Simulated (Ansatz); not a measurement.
`CO[Si]C` + `CCSC` → `CC[Si]OC` + `CSC`  (formal exchange of groups at the Si–C bond)

Calculated with Ansatz (gas phase, PBE0-D4/def2-TZVP geometries, no zero-point term in ΔE). CBS: MP2 limit from def2 TZ/QZ plus the TZ coupled-cluster correction, frozen cores. Each species was taken in one conformer, which may not be the lowest.

```tsv
species	CCSD(T)/CBS(def2) energy (Eh)
`CO[Si]C`	-443.95718
`CCSC`	-516.75014
`CC[Si]OC`	-483.21274
`CSC`	-477.48821
```

Task: Work out ΔE.

Result: ΔE = (-483.21274) + (-477.48821) − (-443.95718) − (-516.75014) = 0.00637 Eh = +0.17 eV.

Largest T1 diagnostic among the species: 0.014.

Leaving LDA and LC-ωPBE aside and taking each functional with its dispersion term where it has one, the values, not all of them listed here, spread over 0.04 eV, from revPBE-D4 to B97M-V.
